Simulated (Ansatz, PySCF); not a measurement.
Species: CBrClF, charge 0, multiplicity 2. It need not be the lowest isomer of its formula. 
Coordinates optimised at B3LYP-D3(BJ)/def2-TZVP (Ansatz, an electronic-structure program):
```xyz
4

F     -0.7414     1.5885    -0.5581
C     -0.5663     0.4987     0.1785
Cl    -1.8772    -0.6112     0.0672
Br     1.1995    -0.1971     0.0803
```
Charge 0, spin multiplicity 2.

Total electronic energies in hartree. Valence correlation only, unless marked. Open shells are spin-unrestricted. Spin-orbit coupling is left out. The frozen core is the preceding noble-gas configuration, with the filled d and f shells of earlier blocks. No relativistic terms. Basis-set limits of correlation are two-point, X^-3; Hartree-Fock from the larger set. [CCSD(T)-MP2]/basis is that difference in the basis named.

```json
[
 {"level": "HF/STO-3G", "program": "Ansatz", "energy (Eh)": "-3134.63842"},
 {"level": "HF/def2-SVP", "program": "Ansatz", "energy (Eh)": "-3168.57819"},
 {"level": "HF/def2-SVPD", "program": "Ansatz", "energy (Eh)": "-3168.59728"},
 {"level": "HF/def2-TZVPD", "program": "PySCF", "energy (Eh)": "-3169.22909"},
 {"level": "HF-D4/def2-TZVPD", "program": "PySCF + dftd4", "energy (Eh)": "-3169.24290"},
 {"level": "RI-HF/def2-TZVPPD", "program": "Ansatz", "energy (Eh)": "-3169.22912"},
 {"level": "B97M-V/def2-TZVPD", "program": "Ansatz", "energy (Eh)": "-3171.68917"},
 {"level": "B3LYP-D4/def2-TZVPD", "program": "Ansatz + dftd4", "energy (Eh)": "-3172.35612"},
 {"level": "B3LYP/def2-TZVPD", "program": "Ansatz", "energy (Eh)": "-3172.34980"},
 {"level": "PBE0/STO-3G", "program": "Ansatz", "energy (Eh)": "-3136.69641"},
 {"level": "r2SCANh-D4/def2-TZVPD", "program": "Ansatz + dftd4", "energy (Eh)": "-3172.19664"},
 {"level": "RPA@PBE/def2-TZVPP", "program": "Ansatz", "energy (Eh)": "-3170.33733"},
 {"level": "MP2/def2-SVP", "program": "Ansatz", "energy (Eh)": "-3169.12632"},
 {"level": "CCSD/def2-SVPD", "program": "Ansatz", "energy (Eh)": "-3169.20534"},
 {"level": "RI-MP2/CBS(def2-TZVPP,def2-QZVPP)+[CCSD(T)-MP2]/def2-TZVPP", "program": "Ansatz", "energy (Eh)": "-3170.2150"}
]
```

Totals of different functionals don't rank their quality; only differences between species are comparable.
